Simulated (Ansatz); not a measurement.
Geometry optimisation, RKS PBE0-D4/def2-SVP in Ansatz.

Input file:

```yaml
crystal:
  periodic: [false, false, false]
  atoms:
    - { symbol: Sn, position_ang: [0.0, 0.0, 0.0] }
    - { symbol: C, position_ang: [1.4021, 0.0, 1.8859] }
    - { symbol: H, position_ang: [0.4025, -0.3092, 2.2564] }
    - { symbol: H, position_ang: [2.1697, -0.7111, 2.2564] }
    - { symbol: H, position_ang: [1.6341, 1.0203, 2.2564] }
    - { symbol: H, position_ang: [1.889, 0.0, 0.442] }
    - { symbol: H, position_ang: [-0.8195, 1.4198, -0.5794] }
    - { symbol: H, position_ang: [-0.8195, -1.4198, -0.5794] }
basis:
  gaussian: { orbitals: def2-SVP }
hamiltonian:
  xc: pbe0
  dispersion: d4
relax:
  f_tol: 0.15
  max_steps: 25
  restrain:
    - { distance: [1, 5], at: 1.11, k: 30.0 }
    - { distance: [0, 1], at: 3.35, k: 30.0 }
    - { distance: [0, 5], at: 2.94, k: 30.0 }
```

Run as:

```bash
$ ansatz run input.yaml --threads 1 --pin off --max-ram 2048MiB --backend cpu --events-out ev --progress --plain --runs-dir out
```

Problem. Where does it end, and by what steps?

Solution. It converged. The restraints hold the end off the free minimum; the threshold counts their pulls, which the force column leaves out. Restrained pairs: C2–H6 (1.52 → 1.10 Å), Sn1–C2 (2.35 → 3.35 Å), Sn1–H6 (1.94 → 2.94 Å). After 8 steps the energy has fallen by 3.928 eV (the restraints' own energy left out); Sn1 moved furthest, 0.98 Å.

| step | energy less start (eV) | largest force component (eV/Å) | accepted |
| --- | --- | --- | --- |
| 0 | 0.0000 | 2.535 | yes |
| 1 | 0.2776 | 2.510 | yes |
| 2 | 0.3762 | 4.072 | yes |
| 3 | -0.3620 | 4.699 | yes |
| 4 | -1.7334 | 4.269 | yes |
| 5 | -2.9198 | 2.597 | yes |
| 6 | -3.5955 | 0.907 | yes |
| 7 | -3.8700 | 0.555 | yes |
| 8 | -3.9283 | 0.241 | yes |

```xyz
8
Properties=species:S:1:pos:R:3
Sn -0.077 -0.026 -0.973
C 1.646 0.015 1.898
H 0.585 -0.255 1.765
H 2.123 -0.756 2.515
H 1.705 0.994 2.390
H 2.165 0.059 0.925
H -1.137 1.230 -0.300
H -1.152 -1.262 -0.281
```

The run took 22 s on 1 thread of Arm Neoverse V2, with other jobs on the host, peak memory 0.14 GiB.
